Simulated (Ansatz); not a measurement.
`CC(C)[NH][Zr]([Cl])([Cl])[Cl]` + H₂O → `[OH][Zr]([Cl])([Cl])[Cl]` + `CC(C)N`  (formal hydrolysis of a Zr–N bond)

Isolated molecules relaxed with PBE0-D4/def2-TZVP in Ansatz; ΔE leaves out vibrations. CCSD(T)/CBS adds triple-zeta CCSD(T) − MP2 to the extrapolated MP2 energy (def2 sets, frozen cores). This one scheme is used for every species. Functionals use def2-TZVPP. def2 core potentials past Kr. For Zr outer-core shells are correlated without core-valence functions, which leaves a few kJ/mol of doubt a bond. One conformer a species, not always the lowest.

Is it downhill or uphill in electronic energy at CCSD(T)/CBS, and by how much? (Best estimate.)

The calculation gave: Downhill: ΔE = -11.1 kcal/mol.

What do these levels give: revPBE-D4, B97M-V, r2SCANh-D4, r2SCAN0-D4, CAM-B3LYP-D4, revPBE, HF/def2-SVP, CCSD/def2-SVP, HF/def2-TZVPP, CCSD(T)/def2-TZVPP, MP2/def2-QZVPP, SCS-MP2/def2-QZVPP? (An estimate is asked.)

Ansatz gave: revPBE-D4 -11.1, B97M-V -14.2, r2SCANh-D4 -13.3, r2SCAN0-D4 -13.2, CAM-B3LYP-D4 -14.7, revPBE -15.7, HF/def2-SVP -20.0, CCSD/def2-SVP -14.1, HF/def2-TZVPP -19.1, CCSD(T)/def2-TZVPP -10.9, MP2/def2-QZVPP -9.9, SCS-MP2/def2-QZVPP -11.6 kcal/mol.

Largest T1 diagnostic among the species: 0.016.

The D4 term adds +4.2 kcal/mol with B3LYP and +2.5 kcal/mol with PBE0; it sums over pairs of atoms, weighted by their polarisabilities, and B3LYP, whose exchange is more repulsive, gets the larger term. Leaving LDA and LC-ωPBE aside and taking each functional with its dispersion term where it has one, the values spread over 3.5 kcal/mol, from CAM-B3LYP-D4 to revPBE-D4. LDA lies +1.9 kcal/mol from PBE without D4. In def2-TZVPP, CCSD(T) changes the Hartree–Fock value by +8.2 kcal/mol (the triples alone add +1.3 kcal/mol) and MP2 by +9.4 kcal/mol.

B3LYP here is the variant with VWN-RPA as its local correlation; programs differ in this.
